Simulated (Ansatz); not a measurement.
Frontier orbitals of CH₃BrMgO (`C[O][Mg][Br]`).

| atom | x (Å) | y (Å) | z (Å) |
| --- | --- | --- | --- |
| C1 | 0.4617 | 0.4811 | -1.0561 |
| O2 | -0.0476 | -0.0498 | 0.1090 |
| Mg3 | -0.6941 | -0.7234 | 1.5877 |
| Br4 | -1.5539 | -1.6193 | 3.5545 |
| H5 | -0.2844 | 0.4771 | -1.8628 |
| H6 | 0.7870 | 1.5216 | -0.9185 |
| H7 | 1.3313 | -0.0874 | -1.4138 |

Total charge 0; spin multiplicity 1. Correlated methods include outer-core shells of Br, Mg, which these sets cover unevenly. Scalar relativity is left out up to krypton. The structure was optimised at the PBE0-D4/def2-TZVP level. It is one conformer, not always the lowest. Basis def2-TZVPP, Ansatz 0.2.0.

```tsv
functional	HOMO (eV)	LUMO (eV)
B3LYP	-7.23	-1.75
```

Give HOMO and LUMO (eV) with LDA (SPW92), PBE, revPBE, BLYP, r2SCAN, B97M-V, PBE0, r2SCANh, r2SCAN0, HSE06 (plane-wave form), BHLYP, CAM-B3LYP, LC-ωPBE, ωB97X-V, ωB97M-V, HF. (Best estimate.)

Ansatz gave: 
| functional | HOMO | LUMO |
| --- | --- | --- |
| LDA (SPW92) | -6.11 | -2.43 |
| PBE | -5.94 | -2.19 |
| revPBE | -5.87 | -2.04 |
| BLYP | -5.87 | -2.17 |
| r2SCAN | -6.24 | -1.70 |
| B97M-V | -6.32 | -2.12 |
| PBE0 | -7.44 | -1.45 |
| r2SCANh | -6.80 | -1.48 |
| r2SCAN0 | -7.66 | -1.17 |
| HSE06 (plane-wave form) | -7.03 | -1.81 |
| BHLYP | -8.93 | -0.87 |
| CAM-B3LYP | -8.95 | -0.71 |
| LC-ωPBE | -10.29 | 0.46 |
| ωB97X-V | -9.96 | 0.26 |
| ωB97M-V | -9.89 | -0.10 |
| HF | -11.09 | 0.84 |

B3LYP here is the variant with VWN-RPA as its local correlation; programs differ in this. LC-ωPBE has ω = 0.4 bohr⁻¹.
